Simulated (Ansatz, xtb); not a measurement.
**ClH7SSi3: which of two isomers lies lower**

We compare I, `[SiH3][SiH2][Si@@H](S)Cl`, a singlet, with II, `[SiH3][Si@@H](Cl)[SiH2]S`, a singlet. Both are isolated molecules in the gas phase, relaxed with PBE0-D3(BJ)/def2-SVP; each stands in its lowest conformer found.

Which of the two would you expect CCSD(T)/def2-SVP + ΔMP2/def2-TZVPP electronic energies to favour?

Structure I; the calculation gives E(II) − E(I) = +2.7 kcal/mol.

The same difference at several levels:

```json
{"level": "GFN2-xTB", "geometry": "GFN2-xTB", "E(II) − E(I) (kcal/mol)": "−3.0", "departure from the last row (kcal/mol)": "−5.8", "job, with rough time for the two": "optimisation, 0.29 s"}
{"level": "HF/STO-3G", "geometry": "GFN2-xTB", "E(II) − E(I) (kcal/mol)": "+1.2", "departure from the last row (kcal/mol)": "−1.5", "job, with rough time for the two": "single point, 0.52 s"}
{"level": "r2SCAN-D4/def2-SVP", "geometry": "GFN2-xTB", "E(II) − E(I) (kcal/mol)": "+2.9", "departure from the last row (kcal/mol)": "+0.2", "job, with rough time for the two": "single point, 3.5 s"}
{"level": "PBE0-D3(BJ)/def2-SVP", "geometry": "PBE0-D3(BJ)/def2-SVP", "E(II) − E(I) (kcal/mol)": "+3.3", "departure from the last row (kcal/mol)": "+0.6", "job, with rough time for the two": "optimisation, 76 s"}
{"level": "HF/def2-SVP", "geometry": "PBE0-D3(BJ)/def2-SVP", "E(II) − E(I) (kcal/mol)": "+2.4", "departure from the last row (kcal/mol)": "−0.4", "job, with rough time for the two": "part of the CCSD(T) run"}
{"level": "MP2/def2-SVP", "geometry": "PBE0-D3(BJ)/def2-SVP", "E(II) − E(I) (kcal/mol)": "+3.8", "departure from the last row (kcal/mol)": "+1.0", "job, with rough time for the two": "part of the CCSD(T) run"}
{"level": "CCSD(T)/def2-SVP", "geometry": "PBE0-D3(BJ)/def2-SVP", "E(II) − E(I) (kcal/mol)": "+3.5", "departure from the last row (kcal/mol)": "+0.8", "job, with rough time for the two": "single point"}
{"level": "CCSD(T)/def2-SVP + ΔMP2/def2-TZVPP", "geometry": "PBE0-D3(BJ)/def2-SVP", "E(II) − E(I) (kcal/mol)": "+2.7", "departure from the last row (kcal/mol)": "", "job, with rough time for the two": "single point, 38 s"}
```

As drawn, both hold the same kinds of bond in the same numbers.

GFN2-xTB puts the two in the other order. The largest departure from CCSD(T)/def2-SVP + ΔMP2/def2-TZVPP is that of GFN2-xTB, 5.8 kcal/mol. The last row adds to CCSD(T) the change of the MP2 difference between the two basis sets, here −0.8 kcal/mol.

With thermal terms from frequencies at re-optimised GFN2-xTB minima (ideal gas, soft modes damped towards free rotors, one conformer each, 298.15 K, 1 atm): the zero-point term adds 0.0 kcal/mol; ΔH is +2.8 and ΔG +2.7 kcal/mol.

The correlated steps freeze 25 core orbitals. Programs: Ansatz 0.2.0, xtb 6.7.1; the last row on 2 threads of Intel(R) Xeon(R) 6975P-C (Granite Rapids) on a shared host.
